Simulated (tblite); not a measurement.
Compound: C5H5OPS.
Bonds: C1–C2, C2–O3 (double), C2–C4, C4–P5 (aromatic), P5–C6 (aromatic), C6–C7 (aromatic), C7–S8 (aromatic), C4–S8 (aromatic). Hydrogens: H9, H10, H11 on C1; H12 on C6; H13 on C7.

Computed with GFN2-xTB (tblite), gas phase: L-BFGS steps from a force-field or distance-geometry start until the largest atomic force falls under 0.01 eV/Å.

Step 11: E = -626.8046 eV
```
atom  x, y, z in Å  |  force x, y, z in eV/Å
C1     -2.5483   -0.0154   -0.3601   -0.061   0.018   0.069
C2     -1.3148    0.0349    0.5015    0.048   0.037   0.362
O3     -1.4459    0.1332    1.7182   -0.556   0.008  -0.025
C4      0.0833    0.0036    0.1204    0.396  -0.021  -0.199
P5      1.0915    0.1364    1.5367    0.128  -0.015  -0.140
C6      2.5737    0.0398    0.5864    0.184   0.016   0.117
C7      2.4876   -0.0904   -0.7579   -0.273   0.021   0.159
S8      0.8958   -0.1460   -1.4131   -0.124  -0.007  -0.080
H9     -2.8238    0.9826   -0.6970    0.294   0.086  -0.119
H10    -2.5331   -0.6847   -1.2138    0.399   0.020  -0.029
H11    -3.3520   -0.3195    0.3037   -0.126  -0.143   0.071
H12     3.5397    0.0828    1.0696   -0.062  -0.005  -0.040
H13     3.3420   -0.1570   -1.4124   -0.247  -0.014  -0.147
```

Step 12: E = -626.8299 eV
```
atom  x, y, z in Å  |  force x, y, z in eV/Å
C1     -2.5325   -0.0165   -0.3666   -0.126   0.031   0.132
C2     -1.3121    0.0359    0.5123    0.031   0.034   0.391
O3     -1.4591    0.1350    1.7302   -0.391  -0.017  -0.352
C4      0.0853    0.0039    0.1236    0.113  -0.003  -0.012
P5      1.0822    0.1373    1.5440    0.253  -0.012  -0.097
C6      2.5620    0.0408    0.5930    0.387  -0.003  -0.053
C7      2.4703   -0.0895   -0.7534   -0.224   0.018   0.146
S8      0.8811   -0.1456   -1.4134   -0.073   0.000   0.003
H9     -2.8003    0.9866   -0.7044    0.263  -0.024  -0.077
H10    -2.5131   -0.6865   -1.2235    0.403   0.082   0.076
H11    -3.3307   -0.3244    0.3046   -0.182  -0.099  -0.055
H12     3.5440    0.0811    1.0531   -0.223  -0.001  -0.017
H13     3.3186   -0.1575   -1.4171   -0.232  -0.007  -0.086
```

Task: Estimate the geometry and energy of step 13. (The exact step hangs on the optimiser's Hessian estimate; all steps are aligned on step 12, rigid shifts and turns removed.)

Result: E = -626.8534 eV, largest force 0.452 eV/Å
```
atom  x, y, z in Å  |  force x, y, z in eV/Å
C1     -2.5198   -0.0172   -0.3701   -0.096   0.020   0.127
C2     -1.3093    0.0372    0.5248   -0.065   0.014   0.228
O3     -1.4791    0.1366    1.7389   -0.153  -0.023  -0.425
C4      0.0886    0.0041    0.1271   -0.185   0.021   0.210
P5      1.0790    0.1378    1.5484    0.304  -0.005  -0.016
C6      2.5567    0.0416    0.5982    0.350  -0.023  -0.244
C7      2.4517   -0.0886   -0.7487   -0.115   0.010   0.073
S8      0.8664   -0.1452   -1.4139   -0.032   0.008   0.097
H9     -2.7736    0.9901   -0.7128    0.203  -0.111  -0.025
H10    -2.4867   -0.6865   -1.2305    0.369   0.123   0.167
H11    -3.3156   -0.3310    0.3044   -0.202  -0.038  -0.187
H12     3.5455    0.0797    1.0389   -0.194   0.006   0.051
H13     3.2918   -0.1581   -1.4225   -0.182  -0.003  -0.055
```

The energy changes by -0.0235 eV. The first-order estimate −F·Δx gives -0.0326 eV and the mean of the old and new forces, exact on a quadratic surface, -0.0235 eV. The step makes an angle of 63° with the force vector and moves no atom by more than 0.028 Å.

The cost below is that of the whole relaxation. On Arm Neoverse V1, one thread, no GPU (shared host), this took 0.5 s wall.
